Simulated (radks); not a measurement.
Question: The mercury ion Hg13+ is in [Kr] 4d10 4f14 5s2 5p(1/2: 2, 3/2: 3). Calculated with a radial shooting solver on a logarithmic mesh with Libxc functionals: Dirac Kohn-Sham, PBE, spin-unpolarised, spherical densities, finite nucleus; Fermi nuclear charge, rms radius of each element as measured or else 0.836 A^(1/3) + 0.57 fm. Sub-shells are occupied by j as written (lower j first in brackets). One electron is removed from 5p3/2, 4f7/2, 4f5/2, 5p1/2 in turn, with full relaxation. Which removal costs least, and what does each cost?

Answer: 5p3/2 299.37 eV; 5p1/2 323.02 eV; 4f7/2 360.12 eV; 4f5/2 364.59 eV. The 5p3/2 electron leaves first.
